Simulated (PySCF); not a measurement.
## Electron affinity of Pt by level of theory

Pt⁻ [Xe] 4f14 5d9 6s2 (2D) → Pt [Xe] 4f14 5d9 6s1 (3D), as a difference of total energies. Calculation: PySCF 2.14, in def2-TZVPPD with the def2 core potential (60 electrons) (6s5p3d2f1g, 59 functions); a scalar-relativistic core potential. Correlated levels: valence and next inner shell: nothing frozen outside the core potential. The calculations carry no spin-orbit coupling.

Q: Order these methods by the electron affinity they give, lowest first.
A. UHF
B. CCSD(T) (valence and next inner shell)
C. SCS-MP2 (valence and next inner shell)
D. CCSD (valence and next inner shell)

A: A (0.228 eV), D (1.606 eV), B (1.772 eV), C (1.811 eV).

The reference lies between the lowest fine-structure levels, while these numbers refer to the centres of the terms.

Errors of the correlated levels include the incompleteness of this basis.

For comparison: 2.125 eV (measured; photodetachment measurements, as compiled on the Wikipedia data page of electron affinities).
